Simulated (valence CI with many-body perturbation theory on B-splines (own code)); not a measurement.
La LI: E2, E3, M1, M2 decay

Level of theory: relativistic CI+MBPT: five valence electrons over a frozen Dirac-Fock core [He], radial functions for each j: 11 s, 11 p, 10 d, 8 f, 5 g, 2 h, with the one-electron correlation potential Σ1, the two-electron term Σ2, the three-electron term Σ3, Breit, model QED; selected CI, second order for the rest, scaled by the run's own slope (own B-spline code, finite nucleus).

The last digits are not significant, and no measured levels were compared; by estimate large intervals hold to a few tenths of a per cent, small ones and those within an open d or f shell to about a per cent. Among the levels kept, up to 7200 cm⁻¹ of a level comes from second order outside the variational space, and about a tenth of that is noise between levels of different J, which matters for small intervals.

Lines 1 to 50 of 73 in falling wavelength, among levels below 54298 × 10³ cm⁻¹, chosen from the decays that carry over 1 % of a level's rate. Wavelengths and rates use the calculated energies. Electric multipoles are in the length gauge, E1 and E2 with the static RPA response of the core. Weak lines are less certain than strong ones. Lines between different terms over intervals too small for the method are left out, as are lines whose strength nearly cancels.

Levels are named by their leading jj configuration (3d3/2^4 stands for four electrons in 3d with j = 3/2), which in mixed levels can hold well under half, so a name can repeat and another be missing. Letters in brackets count levels of one name in rising energy.

```
λ vac (nm)                               Upper                       Lower  Type   A (s⁻¹)  Branch %
     2.994          (2s^2 2p1/2 2p3/2^2) J=3/2  (2s^2 2p1/2^2 2p3/2) J=3/2    M1  7.08e+08     100.0
     2.985                (2s^2 2p3/2^3) J=3/2  (2s^2 2p1/2 2p3/2^2) J=1/2    M1  1.74e+08       8.9
     2.851          (2s^2 2p1/2 2p3/2^2) J=5/2  (2s^2 2p1/2^2 2p3/2) J=3/2    M1  1.20e+08      98.8
     2.851          (2s^2 2p1/2 2p3/2^2) J=5/2  (2s^2 2p1/2^2 2p3/2) J=3/2    E2  1.41e+06       1.2
     2.759                (2s^2 2p3/2^3) J=3/2  (2s^2 2p1/2 2p3/2^2) J=5/2    M1  2.16e+08      11.1
     2.644          (2s^2 2p1/2 2p3/2^2) J=1/2  (2s^2 2p1/2^2 2p3/2) J=3/2    M1  4.49e+08      99.7
     2.637                (2s^2 2p3/2^3) J=3/2  (2s^2 2p1/2 2p3/2^2) J=3/2    M1  8.82e+08      45.2
    0.2605      (2s^2 2p1/2 2p3/2 3d5/2) J=9/2    (2s 2p1/2 2p3/2^3) J=5/2    E2  6.18e+08       2.0
    0.2403  (2s^2 2p1/2 2p3/2 3p1/2) J=3/2 [a]  (2s^2 2p1/2 2p3/2^2) J=1/2    E2  5.45e+10      11.2
    0.2397      (2s^2 2p1/2 2p3/2 3p1/2) J=5/2  (2s^2 2p1/2 2p3/2^2) J=1/2    E2  9.81e+10      14.9
    0.2390      (2s^2 2p1/2 2p3/2 3p1/2) J=1/2  (2s^2 2p1/2 2p3/2^2) J=5/2    E2  1.15e+11      23.6
    0.2387          (2s^2 2p3/2^2 3d5/2) J=9/2    (2s 2p1/2 2p3/2^3) J=5/2    E2  1.28e+09       3.8
    0.2385  (2s^2 2p1/2 2p3/2 3p1/2) J=3/2 [b]  (2s^2 2p1/2 2p3/2^2) J=1/2    E2  4.13e+10       2.3
    0.2384          (2s^2 2p1/2^2 3p1/2) J=1/2  (2s^2 2p1/2^2 2p3/2) J=3/2    E2  5.29e+11      79.0
    0.2382      (2s^2 2p1/2 2p3/2 3p1/2) J=5/2  (2s^2 2p1/2 2p3/2^2) J=5/2    E2  3.03e+11      45.9
    0.2382          (2s^2 2p3/2^2 3p1/2) J=3/2        (2s^2 2p3/2^3) J=3/2    E2  1.09e+11       5.3
    0.2380      (2s^2 2p1/2 2p3/2 3p1/2) J=1/2  (2s^2 2p1/2 2p3/2^2) J=3/2    E2  1.71e+11      35.1
    0.2380          (2s^2 2p3/2^2 3p1/2) J=5/2        (2s^2 2p3/2^3) J=3/2    E2  3.51e+11       6.5
    0.2378  (2s^2 2p1/2 2p3/2 3p1/2) J=3/2 [a]  (2s^2 2p1/2 2p3/2^2) J=3/2    E2  3.32e+11      67.9
    0.2372      (2s^2 2p1/2 2p3/2 3p1/2) J=5/2  (2s^2 2p1/2 2p3/2^2) J=3/2    E2  7.47e+10      11.3
    0.2370  (2s^2 2p1/2 2p3/2 3p1/2) J=3/2 [b]  (2s^2 2p1/2 2p3/2^2) J=5/2    E2  2.98e+11      16.9
    0.2361          (2s^2 2p3/2^2 3p1/2) J=1/2        (2s^2 2p3/2^3) J=3/2    E2  3.06e+11      16.7
    0.2348      (2s 2p1/2 2p3/2^2 3p3/2) J=9/2    (2s 2p1/2 2p3/2^3) J=5/2    E2  8.21e+10      11.0
    0.2343  (2s^2 2p1/2 2p3/2 3p3/2) J=3/2 [a]  (2s^2 2p1/2 2p3/2^2) J=1/2    E2  1.41e+10       1.9
    0.2336      (2s 2p1/2^2 2p3/2 3p3/2) J=7/2  (2s 2p1/2^2 2p3/2^2) J=5/2    E2  1.63e+11       7.2
    0.2332  (2s 2p1/2^2 2p3/2 3p3/2) J=1/2 [b]  (2s 2p1/2^2 2p3/2^2) J=3/2    E2  2.86e+11       3.1
    0.2331  (2s^2 2p1/2 2p3/2 3p3/2) J=1/2 [a]  (2s^2 2p1/2 2p3/2^2) J=5/2    E2  4.75e+10       3.2
    0.2331          (2s^2 2p3/2^2 3p3/2) J=1/2        (2s^2 2p3/2^3) J=3/2    E2  6.84e+10       3.2
    0.2331  (2s^2 2p1/2 2p3/2 3p3/2) J=5/2 [b]  (2s^2 2p1/2 2p3/2^2) J=1/2    E2  9.89e+10       5.7
    0.2328  (2s^2 2p1/2 2p3/2 3p3/2) J=3/2 [a]  (2s^2 2p1/2 2p3/2^2) J=5/2    E2  1.17e+11      15.9
    0.2325      (2s^2 2p1/2 2p3/2 3p3/2) J=7/2  (2s^2 2p1/2 2p3/2^2) J=5/2    E2  1.80e+11      27.0
    0.2323          (2s^2 2p1/2^2 3p3/2) J=3/2  (2s^2 2p1/2^2 2p3/2) J=3/2    E2  2.65e+11      40.2
    0.2322  (2s^2 2p1/2 2p3/2 3p3/2) J=1/2 [a]  (2s^2 2p1/2 2p3/2^2) J=3/2    E2  1.66e+11      11.0
    0.2319  (2s^2 2p1/2 2p3/2 3p3/2) J=3/2 [a]  (2s^2 2p1/2 2p3/2^2) J=3/2    E2  6.32e+10       8.6
    0.2316      (2s^2 2p3/2^2 3p3/2) J=3/2 [a]        (2s^2 2p3/2^3) J=3/2    E2  3.11e+11       3.4
    0.2316      (2s^2 2p1/2 2p3/2 3p3/2) J=7/2  (2s^2 2p1/2 2p3/2^2) J=3/2    E2  2.08e+10       3.1
    0.2312  (2s^2 2p1/2 2p3/2 3p3/2) J=1/2 [b]  (2s^2 2p1/2 2p3/2^2) J=5/2    E2  3.13e+11       2.4
    0.2303  (2s^2 2p1/2 2p3/2 3p3/2) J=1/2 [b]  (2s^2 2p1/2 2p3/2^2) J=3/2    E2  1.79e+11       1.4
    0.2301  (2s 2p1/2 2p3/2^2 3d5/2) J=9/2 [b]    (2s 2p1/2 2p3/2^3) J=5/2    M2  1.22e+10       1.2
    0.2299  (2s 2p1/2^2 2p3/2 3p3/2) J=1/2 [b]  (2s 2p1/2^2 2p3/2^2) J=5/2    E2  9.58e+10       1.0
    0.2291      (2s 2p1/2^2 2p3/2 3d5/2) J=9/2  (2s 2p1/2^2 2p3/2^2) J=5/2    M2  8.43e+09      21.5
    0.2291      (2s 2p1/2^2 2p3/2 3d5/2) J=9/2  (2s 2p1/2^2 2p3/2^2) J=5/2    E3  4.52e+08       1.2
    0.2278      (2s^2 2p1/2 2p3/2 3d5/2) J=9/2  (2s^2 2p1/2 2p3/2^2) J=5/2    M2  8.23e+09      27.0
    0.2278      (2s^2 2p1/2 2p3/2 3d5/2) J=9/2  (2s^2 2p1/2 2p3/2^2) J=5/2    E3  4.94e+08       1.6
    0.2204      (2s 2p1/2^2 2p3/2 3d5/2) J=9/2  (2s^2 2p1/2 2p3/2^2) J=5/2    E2  1.46e+09       3.7
    0.2189          (2s^2 2p3/2^2 3d5/2) J=9/2  (2s 2p1/2^2 2p3/2^2) J=5/2    E2  3.11e+09       9.4
    0.2162  (2s 2p1/2 2p3/2^2 3p3/2) J=1/2 [b]  (2s 2p1/2^2 2p3/2^2) J=3/2    E2  1.76e+11       1.3
    0.2156      (2s 2p1/2 2p3/2^2 3p3/2) J=9/2  (2s 2p1/2^2 2p3/2^2) J=5/2    E2  2.82e+11      37.9
    0.2155  (2s^2 2p1/2 2p3/2 3p3/2) J=1/2 [a]  (2s^2 2p1/2^2 2p3/2) J=3/2    E2  1.02e+11       6.8
    0.2154  (2s 2p1/2 2p3/2^2 3p3/2) J=5/2 [e]  (2s 2p1/2^2 2p3/2^2) J=1/2    E2  1.24e+11       1.5
```
